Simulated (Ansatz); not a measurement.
Reaction (atomization): `[OH][Al]([SiH3])[SnH3]` → Al• + 7 H• + O• + Si• + Sn•

Computed with Ansatz on PBE0-D4/def2-TZVP structures; ΔE is electronic, products minus reactants. CCSD(T)/CBS is the MP2 limit (def2-TZVPP, def2-QZVPP) plus CCSD(T) − MP2 in def2-TZVPP, frozen cores. This one scheme is used for every species, atoms too. DFT in def2-TZVPP. B3LYP here is the variant with VWN-RPA as its local correlation; programs differ in this. Open shells (•) are unrestricted, without spin–orbit coupling. Spin–orbit coupling would lower the free atoms: a little for Al, O, Si; strongly for Sn. def2 core potentials past Kr. For Sn outer-core shells are correlated without core-valence functions, so the limit isn't a true one: a few kJ/mol of doubt a bond, and 10 to 20 or more in all where bonds break to atoms. Each species was taken in one conformer, which may not be the lowest.

`[OH][Al]([SiH3])[SnH3]`:

```xyz
11

O    -0.654   -0.307   -2.214
Al   -0.142   -0.044   -0.615
Si    1.618    1.609   -0.134
Sn   -1.407   -1.554    1.164
H    -0.292    0.155   -2.970
H     2.160    2.253   -1.365
H     2.759    0.970    0.584
H     1.095    2.691    0.750
H    -3.106   -1.383    1.073
H    -0.963   -1.171    2.773
H    -1.068   -3.218    0.954
```

Question: What is ΔE at CCSD(T)/CBS? (Estimate.)

Answer: The calculation gave: +3107.7 kJ/mol.

Question: What do these levels give: PBE0-D4, PBE0, B3LYP, HF/def2-TZVPP, HF/CBS(def2), MP2/CBS(def2)? (Best estimate.)

Answer: The calculation gave: PBE0-D4 3025.8, PBE0 3006.8, B3LYP 3027.0, HF/def2-TZVPP 2243.4, HF/CBS(def2) 2250.1, MP2/CBS(def2) 3078.8 kJ/mol.

Largest T1 diagnostic among the species: 0.018.

The D4 term adds +35.4 kJ/mol with B3LYP and +19.0 kJ/mol with PBE0; it sums over pairs of atoms, weighted by their polarisabilities, and B3LYP, whose exchange is more repulsive, gets the larger term. In def2-TZVPP, CCSD(T) changes the Hartree–Fock value by +778.6 kJ/mol (the triples alone add +36.2 kJ/mol) and MP2 by +749.8 kJ/mol; breaking electron pairs costs correlation energy, which Hartree–Fock lacks. From PBE to PBE0 (25 % exact exchange), in def2-TZVPP and without D4, ΔE moves by −21.9 kJ/mol: exact exchange takes away binding that semilocal exchange gives to molecules.

For atomizations the MP2-based limit and the directly extrapolated one differ by several kJ/mol either way, and by 10 to 25 for some Ge, Se and Sn compounds, so smaller differences from it don't rank the levels.
